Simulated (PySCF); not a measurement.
C4F5, SMILES F[C]1C(F)=C(F)C1(F)F (connectivity only; charge and spin as stated), charge +1, multiplicity 1. Atoms are numbered in the order given.

```xyz
9

F      0.0000     2.2571     0.2538
C      0.0000     1.0001     0.2120
C      0.0000     0.0000     1.1977
F      0.0000     0.0000     2.4752
C      0.0000    -1.0001     0.2120
F      0.0000    -2.2571     0.2538
C      0.0000     0.0000    -0.9613
F     -1.0870     0.0000    -1.7115
F      1.0870     0.0000    -1.7115
```
Charge +1, spin multiplicity 1.

Geometry: B3LYP-D3(BJ)/def2-SVP. The multiplicity is an assumed one; other spin states were not compared. The isomer is the one that the SMILES or the coordinates give; other isomers of the formula were not compared.

All values below come from ωB97X/def2-TZVP (PySCF).

Isolated molecule, no solvent.

- total energy = -651.33582 hartree
- point group = C2v
- highest occupied level = -18.09 eV
- lowest empty level = -7.53 eV
- orbital gap = 10.56 eV
- dipole moment about the centre of nuclear charge = 1.84 D
